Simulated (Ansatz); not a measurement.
From O to Te: the HOMO–LUMO gap

One atom is swapped for its congeners: C2H6O `COC`; C2H6S (dimethyl sulfide) `CSC`; Se(CH3)2 (dimethyl selenide); Te(CH3)2 (dimethyl telluride). All are singlets with charge 0.

Shapes, held fixed at every level: PBE0-D4/def2-TZVP. Programs: Ansatz 0.2.0. Values in eV.

```csv
level,C2H6O,Se(CH3)2,Te(CH3)2
SPW92/def2-TZVPP,6.32,4.37,3.39
PBE-D4/def2-TZVPP,6.41,4.42,3.43
r2SCAN-D4/def2-TZVPP,7.47,4.97,3.89
B3LYP-D4/def2-TZVPP,8.25,5.98,4.83
r2SCAN0-D4/def2-TZVPP,9.58,6.84,5.57
wB97X-V/def2-TZVPP,13.19,10.84,9.46
```

(1) Estimate the column for C2H6S from its neighbours.

Answers

(1) The mean of the neighbours at wB97X-V/def2-TZVPP is 12.02 eV, against 11.75 from the run. All rows: SPW92/def2-TZVPP 5.00; PBE-D4/def2-TZVPP 5.07; r2SCAN-D4/def2-TZVPP 5.69; B3LYP-D4/def2-TZVPP 6.75; r2SCAN0-D4/def2-TZVPP 7.69; wB97X-V/def2-TZVPP 11.75 eV. At wB97X-V/def2-TZVPP the HOMO–LUMO gap falls at every step, from 13.19 to 9.46 eV. Every level shows the same order. For atoms past krypton def2 sets carry core potentials with scalar relativity. Relativity is left out for Se unless named. Orbital gaps aren't excitation energies, and the LUMO depends on the basis.
